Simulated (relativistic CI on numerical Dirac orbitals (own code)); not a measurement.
Method of calculation: Dirac-Coulomb-Breit CI, KLI orbitals optimised for each configuration, model QED (radiative potential, 1s self-energy scaled to tabulated hydrogen-like ionisation energies), unscaled Slater integrals (own radial code, finite nucleus).

Configurations in the expansion (outside the closed core 1s2): 2s²2p⁵, 2s2p⁶, 2p⁶3s, 2p⁶3p, 2p⁶3d, 2s²2p⁴3s, 2s²2p⁴3p, 2s²2p⁴3d, 2s2p⁵3s, 2s2p⁵3p, 2s2p⁵3d, 2s²2p⁴4s, 2s²2p⁴4p, 2s²2p⁴4d, 2s²2p⁴4f, 2s2p⁵4s, 2s2p⁵4p, 2s2p⁵4d, 2s2p⁵4f, 2s²2p³3s², 2s²2p⁴5s, 2s²2p³3s3p, 2s²2p⁴5p, 2s²2p⁴5d, 2s²2p⁴5f, 2s²2p⁴5g, 2s²2p³3p², 2s²2p³3s3d, 2s²2p³3p3d, 2s2p⁴3s², 2s²2p³3d², 2s2p⁴3s3p, 2s2p⁵5s, 2s2p⁴3p², 2s2p⁴3s3d, 2s2p⁵5p. Levels of other configurations are missing.

At this charge energies of transitions that change n are usually good to better than 1 %, and those within a shell (Δn = 0) to a few per cent.

Outline of the computed level scheme of Ru XXXVI. Lowest level of each configuration: 2s²2p⁵ ²P°3/2 at 0.00 eV; 2s2p⁶ ²S1/2 at 369.71 eV; 2s²2p⁴3s ⁴P5/2 at 2735.37 eV; 2s²2p⁴3p ⁴P°3/2 at 2800.04 eV; 2s²2p⁴3d ⁴D3/2 at 2914.01 eV.

Some strong electric-dipole decays among the lowest 45 levels: 2s²2p⁴3d ²D5/2 → 2s²2p⁵ ²P°3/2 (1.2e+14 s⁻¹); 2s²2p⁴3d ²D5/2 → 2s²2p⁵ ²P°3/2 (1.1e+14 s⁻¹); 2s²2p⁴3d ²D3/2 → 2s²2p⁵ ²P°3/2 (9.9e+13 s⁻¹); 2s²2p⁴3d ²P1/2 → 2s²2p⁵ ²P°3/2 (8.4e+13 s⁻¹); 2s²2p⁴3d ²D3/2 → 2s²2p⁵ ²P°3/2 (6.5e+13 s⁻¹); 2s²2p⁴3d ⁴F5/2 → 2s²2p⁵ ²P°3/2 (5.5e+13 s⁻¹); 2s²2p⁴3s ²P3/2 → 2s²2p⁵ ²P°3/2 (2.2e+13 s⁻¹); 2s²2p⁴3s ²S1/2 → 2s²2p⁵ ²P°1/2 (1.9e+13 s⁻¹).

LS names give the leading component of a level, which can be under half, so a name can repeat, a term be missing and a line seem to break the LS rules.
